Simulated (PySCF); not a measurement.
A structure optimised at PBE-D3(BJ)/def2-SVP, used in a PySCF frequency run:

```
C
C 1 1.3560
H 2 1.1063 1 118.85
H 1 1.1073 2 118.17 3 -179.61
C 2 1.4541 3 116.69 1 179.85
C 5 1.3531 2 124.79 3 -0.01
H 6 1.1002 5 121.66 2 179.96
H 6 1.1026 7 117.17 5 -179.99
H 5 1.1055 6 119.07 7 -0.02
C 1 1.4994 4 116.25 2 -178.95
H 10 1.1109 1 109.62 4 -177.31
H 10 1.1146 11 106.18 1 -117.63
C 10 1.5370 11 110.12 12 -117.35
H 13 1.1088 10 111.27 11 59.10
H 13 1.1088 14 108.06 10 122.16
H 13 1.1098 14 107.60 15 115.70
```
Charge 0, spin multiplicity 1.

Question: Write its SMILES and formula.

Answer: C=C/C=C/CC, C6H10

Question: What are its rotational constants (standard atomic weights)?

Answer: 15.167, 1.2785, 1.2652 GHz
